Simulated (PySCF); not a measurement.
SiH2Cl2, SMILES Cl[SiH2]Cl.

The structure is a stationary point at B3LYP-D3(BJ)/def2-TZVP. The isomer is the one that the SMILES or the coordinates give; other isomers of the formula were not compared.

Method: PySCF with CAM-B3LYP/def2-TZVPD.

Symmetry labels are those of the subgroup C2v that the program uses (full group C2v).

**Question.** List the valence orbital energies around the gap with their symmetry. (Estimate from the structure and the level; the computed values follow.)

**Answer.** 
```json
[
 {"orbital": "HOMO−7", "symmetry": "A1", "energy (eV)": "-17.16"},
 {"orbital": "HOMO−6", "symmetry": "B2", "energy (eV)": "-13.14"},
 {"orbital": "HOMO−5", "symmetry": "B1", "energy (eV)": "-13.14"},
 {"orbital": "HOMO−4", "symmetry": "A1", "energy (eV)": "-13.10"},
 {"orbital": "HOMO−3", "symmetry": "A1", "energy (eV)": "-11.24"},
 {"orbital": "HOMO−2", "symmetry": "A2", "energy (eV)": "-11.15"},
 {"orbital": "HOMO−1", "symmetry": "B1", "energy (eV)": "-10.82"},
 {"orbital": "HOMO", "symmetry": "B2", "energy (eV)": "-10.53"},
 {"orbital": "LUMO", "symmetry": "A1", "energy (eV)": "0.51"},
 {"orbital": "LUMO+1", "symmetry": "B1", "energy (eV)": "0.64"},
 {"orbital": "LUMO+2", "symmetry": "A1", "energy (eV)": "0.73"},
 {"orbital": "LUMO+3", "symmetry": "A1", "energy (eV)": "1.46"}
]
```
